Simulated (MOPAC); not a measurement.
Input file for MOPAC: PM6 on H2OSSn (SMILES [OH][Sn][SH]), a point of a torsion scan.

```
PM6 1SCF PRECISE CHARGE=0 THREADS=1
H2OSSn

O     -1.33920745 1     0.33990741 1    -0.26879044 1
Sn    -0.59113379 1    -1.39004768 1    -0.89450240 1
S      0.24335618 1    -2.28566756 1     1.25548275 1
H     -1.88661979 1     0.94882354 1     0.21757378 1
H     -0.05605735 1    -1.19450947 1     1.93941594 1
```

The log:

```
*******************************************************************************
 **                                                                           **
 **                              MOPAC v23.2.5                                **
 **                                                                           **
 *******************************************************************************
 ** MOPAC's Digital Object Identifier: https://doi.org/10.5281/zenodo.6511958 **
 **                                                                           **
 ** Please cite the open-source release paper for use of this MOPAC version:  **
 ** J. E. Moussa and J. J. P. Stewart (2026)                                  **
 ** MOPAC: An open-source semiempirical molecular orbital program             **
 ** J. Open Source Softw., 11(119), 8025, https://doi.org/10.21105/joss.08025 **
 *******************************************************************************

                              PM6 CALCULATION RESULTS

 *******************************************************************************
 *  PM6        - The PM6 Hamiltonian to be used
 *
 *
 *
 *                 CHARGE ON SYSTEM = 0
 *
 *
 *
 *  PRECISE    - TIGHTER CRITERIA TO BE USED
 *  1SCF       - DO 1 SCF AND THEN STOP
 *  THREADS=1  - MULTI-THREADING NOT USED
 *  T=         - A TIME OF 172800.0 SECONDS REQUESTED
 *  DUMP=N     - RESTART FILE WRITTEN EVERY 7200.0 SECONDS REQUESTED
 *******************************************************************************
PM6 1SCF PRECISE CHARGE=0 THREADS=1
 H2OSSn

   ATOM   CHEMICAL          X               Y               Z
  NUMBER   SYMBOL      (ANGSTROMS)     (ANGSTROMS)     (ANGSTROMS)

     1       O         -1.33920745  *   0.33990741  *  -0.26879044  *
     2      Sn         -0.59113379  *  -1.39004768  *  -0.89450240  *
     3       S          0.24335618  *  -2.28566756  *   1.25548275  *
     4       H         -1.88661979  *   0.94882354  *   0.21757378  *
     5       H         -0.05605735  *  -1.19450947  *   1.93941594  *



          CARTESIAN COORDINATES

    NO.       ATOM           X           Y           Z

     1         O         -1.3392      0.3399     -0.2688
     2        Sn         -0.5911     -1.3900     -0.8945
     3         S          0.2434     -2.2857      1.2555
     4         H         -1.8866      0.9488      0.2176
     5         H         -0.0561     -1.1945      1.9394

 General Reference for PM6:
 "Optimization of Parameters for Semiempirical Methods V: Modification of NDDO Approximations
 and Application to 70 Elements", J. J. P. Stewart, J. Mol. Mod., 13, 1173-1213 (2007)
 URL: https://link.springer.com/article/10.1007/s00894-007-0233-4

           Empirical Formula: H2 O Sn S  =     5 atoms



      MOLECULAR POINT GROUP   :   C1


      RHF CALCULATION, NO. OF DOUBLY OCCUPIED LEVELS = 9


 -------------------------------------------------------------------------------
 PM6 1SCF PRECISE CHARGE=0 THREADS=1
 H2OSSn



     1SCF WAS SPECIFIED, SO BFGS WAS NOT USED
     SCF FIELD WAS ACHIEVED


                              PM6 CALCULATION
                                                       MOPAC v23.2.5 Linux




          FINAL HEAT OF FORMATION =        -36.99815 KCAL/MOL =    -154.80026 KJ/MOL


          COSMO AREA              =        118.43 SQUARE ANGSTROMS
          COSMO VOLUME            =        108.86 CUBIC ANGSTROMS

          IONIZATION POTENTIAL    =          8.703623 EV
          HOMO LUMO ENERGIES (EV) =         -8.704 -0.993
          NO. OF FILLED LEVELS    =          9
          MOLECULAR WEIGHT        =        168.7652         POINT GROUP:  C1

          MOLECULAR DIMENSIONS (Angstroms)

            Atom       Atom       Distance
            H     4    S     3     4.00949
            H     5   Sn     2     2.75968
            S     3    O     1     0.25629


          SCF CALCULATIONS        =          1





   ATOM   CHEMICAL          X               Y               Z
  NUMBER   SYMBOL      (ANGSTROMS)     (ANGSTROMS)     (ANGSTROMS)

     1       O         -1.33920745  *   0.33990741  *  -0.26879044  *
     2      Sn         -0.59113379  *  -1.39004768  *  -0.89450240  *
     3       S          0.24335618  *  -2.28566756  *   1.25548275  *
     4       H         -1.88661979  *   0.94882354  *   0.21757378  *
     5       H         -0.05605735  *  -1.19450947  *   1.93941594  *

                             CARTESIAN COORDINATES

   1    O       -1.339207450     0.339907410    -0.268790440
   2   Sn       -0.591133790    -1.390047680    -0.894502400
   3    S        0.243356180    -2.285667560     1.255482750
   4    H       -1.886619790     0.948823540     0.217573780
   5    H       -0.056057350    -1.194509470     1.939415940


           Empirical Formula: H2 O Sn S  =     5 atoms



      MOLECULAR POINT GROUP   :   C1


                  EIGENVALUES
 -29.68391 -26.72531 -18.42762 -13.48637 -12.46949 -12.22312 -11.18669  -9.28211
  -8.70362  -0.99278   0.32478   0.61341   1.05713   2.27059   2.28422   2.31671
   2.35319   3.97785   6.11884


              NET ATOMIC CHARGES AND DIPOLE CONTRIBUTIONS

  ATOM NO.   TYPE          CHARGE      No. of ELECS.   s-Pop       p-Pop       d-Pop
    1          O          -0.896137        6.8961     1.69409     5.20205
    2         Sn           0.972030        3.0280     1.85633     1.17164
    3          S          -0.657487        6.6575     1.94088     4.60183     0.11478
    4          H           0.373733        0.6263     0.62627
    5          H           0.207860        0.7921     0.79214
 DIPOLE           X         Y         Z       TOTAL
 POINT-CHG.    -1.207    -0.224    -4.657     4.816
 HYBRID        -0.118     0.995     3.215     3.368
 SUM           -1.325     0.771    -1.442     2.105


          ATOMIC ORBITAL ELECTRON POPULATIONS

     Atom    s        px        py        pz      x^2-y^2     xz        z^2       yz        xy
    1  O   1.69409   1.76141   1.61186   1.82878
    2 Sn   1.85633   0.22392   0.32792   0.61980
    3  S   1.94088   1.83672   1.37106   1.39405   0.02905   0.01414   0.00939   0.04785   0.01435
    4  H   0.62627
    5  H   0.79214

 **********************
 *                    *
 * JOB ENDED NORMALLY *
 *                    *
 **********************




 == MOPAC DONE ==
```

The run finished.

Cost: roughly 0.03 core-seconds.
